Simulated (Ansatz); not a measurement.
Basis sets compared for the cluster Mg9Se9. Charge 0, multiplicity 1. Geometry PBE-D4/def2-SVP. Ansatz on 2 threads of AMD EPYC 7R13 on a shared host and a share (18 GiB) of an NVIDIA H100 80GB HBM3; times are rough, and most runs start from earlier orbitals.

```xyz
18

Mg    1.969    3.002    0.196
Mg    1.027   -1.803   -1.229
Mg   -2.428   -0.807   -0.836
Mg   -1.256    1.767    1.391
Mg    1.139    0.133    1.861
Mg   -0.784   -2.386    1.852
Mg    0.164   -0.092   -3.304
Mg   -3.329   -0.603    2.048
Mg    3.014    1.060   -2.009
Se    2.538   -1.013   -3.301
Se    3.931    3.172   -1.240
Se   -1.116   -0.255    3.314
Se    0.939    2.687    2.443
Se   -1.247   -2.044   -2.687
Se   -3.527    1.266    0.329
Se   -3.044   -2.793    0.824
Se    0.330    1.012   -0.844
Se    1.680   -2.303    1.191
```

Single mean-field runs in def2-SVP, def2-TZVP are fitted with def2-universal-jkfit. The structure comes from a short search, and lower isomers may exist.

Binding counts from free atoms (Mg singlet, Se triplet) in the same basis, without a counterpoise term.

```
                        level  functions  energy (Eh)  HOMO (eV)  LUMO (eV)  binding per atom (eV)  wall time
PBE-D4/def2-SVP (with forces)        450  -23408.2898      -5.28      -3.35                   2.98      7.5 s
             PBE0-D4/def2-SVP        450  -23409.1710      -6.30      -2.79                   2.97       11 s
```

Estimate the rows for PBE-D4/def2-TZVP, PBE0-D4/def2-TZVP.


```json
{"level": "PBE-D4/def2-TZVP", "functions": "720", "energy (Eh)": "-23411.5638", "HOMO (eV)": "-5.31", "LUMO (eV)": "-3.34", "binding per atom (eV)": "2.95", "wall time": "13 s"}
{"level": "PBE0-D4/def2-TZVP", "functions": "720", "energy (Eh)": "-23412.4452", "HOMO (eV)": "-6.30", "LUMO (eV)": "-2.76", "binding per atom (eV)": "2.95", "wall time": "15 s"}
```
